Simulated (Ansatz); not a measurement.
`C[O][Ge]([OH])([O]C)[O]C`, charge 0, multiplicity 1.

**Question.** Give a relaxed structure at PBE0-D4/def2-TZVP (Ansatz 0.2.0). (Best estimate.)

**Answer.** Ansatz gave: 
```xyz
18

C     0.175    1.941    1.054
O     0.969    0.876    0.569
Ge    0.174   -0.468   -0.231
O     1.523   -1.514   -0.651
O    -1.019   -1.252    0.786
C    -0.615   -1.775    2.036
O    -0.769    0.035   -1.622
C    -0.126    0.737   -2.668
H     0.847    2.671    1.509
H    -0.384    2.435    0.252
H    -0.540    1.606    1.814
H     1.232   -2.310   -1.104
H    -1.497   -2.208    2.511
H    -0.212   -0.998    2.695
H     0.142   -2.559    1.927
H     0.667    0.141   -3.133
H    -0.880    0.962   -3.424
H     0.312    1.680   -2.321
```
Point group Cs.
This is one stationary point; other conformers may exist.
